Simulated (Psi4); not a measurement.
Computed with SAPT0/jun-cc-pVDZ, frozen core (Psi4).

Psi4 input:

```
molecule {
0 1
C -0.59646414 0.00518971 0.04779684
C 0.59647042 -0.00516805 -0.04780227
H -1.65569418 0.01453207 0.13253871
H 1.65568790 -0.01455373 -0.13253328
--
0 1
C 3.15780570 -0.67694623 3.66476482
C 2.03015825 0.17431419 3.50740195
C 1.62382794 0.55492987 4.76350410
N 2.46577013 -0.03636436 5.66939748
C 3.40402044 -0.78899228 5.01182937
H 3.72232220 -1.15155220 2.87992553
H 1.57115705 0.47231131 2.57981627
H 0.81536041 1.18944519 5.08252630
H 2.40442078 0.06648184 6.66585452
H 4.15980552 -1.33516933 5.54893896
units angstrom
symmetry c1
no_reorient
no_com
}
set basis jun-cc-pvdz
set scf_type df
set freeze_core true
energy('sapt0')
```

Part of the output:

```
    SAPT Results
  --------------------------------------------------------------------------------------------------------
    Electrostatics                 -0.49341787 [mEh]      -0.30962439 [kcal/mol]      -1.29546844 [kJ/mol]
      Elst10,r                     -0.49341787 [mEh]      -0.30962439 [kcal/mol]      -1.29546844 [kJ/mol]

    Exchange                        1.80399716 [mEh]       1.13202531 [kcal/mol]       4.73639390 [kJ/mol]
      Exch10                        1.80399716 [mEh]       1.13202531 [kcal/mol]       4.73639390 [kJ/mol]
      Exch10(S^2)                   1.80050182 [mEh]       1.12983195 [kcal/mol]       4.72721689 [kJ/mol]

    Induction                      -0.24264571 [mEh]      -0.15226248 [kcal/mol]      -0.63706623 [kJ/mol]
      Ind20,r                      -0.35914816 [mEh]      -0.22536887 [kcal/mol]      -0.94294337 [kJ/mol]
      Exch-Ind20,r                  0.27373132 [mEh]       0.17176900 [kcal/mol]       0.71868148 [kJ/mol]
      delta HF,r (2)               -0.15722887 [mEh]      -0.09866261 [kcal/mol]      -0.41280435 [kJ/mol]

    Dispersion                     -1.47728135 [mEh]      -0.92700804 [kcal/mol]      -3.87860165 [kJ/mol]
      Disp20                       -1.61999273 [mEh]      -1.01656078 [kcal/mol]      -4.25329032 [kJ/mol]
      Exch-Disp20                   0.14271137 [mEh]       0.08955274 [kcal/mol]       0.37468866 [kJ/mol]
      Disp20 (SS)                  -0.80999636 [mEh]      -0.50828039 [kcal/mol]      -2.12664516 [kJ/mol]
      Disp20 (OS)                  -0.80999636 [mEh]      -0.50828039 [kcal/mol]      -2.12664516 [kJ/mol]
      Exch-Disp20 (SS)              0.08428760 [mEh]       0.05289127 [kcal/mol]       0.22129706 [kJ/mol]
      Exch-Disp20 (OS)              0.05842378 [mEh]       0.03666147 [kcal/mol]       0.15339161 [kJ/mol]

  Total HF                          1.06793358 [mEh]       0.67013844 [kcal/mol]       2.80385922 [kJ/mol]
  Total SAPT0                      -0.40934777 [mEh]      -0.25686961 [kcal/mol]      -1.07474243 [kJ/mol]
```
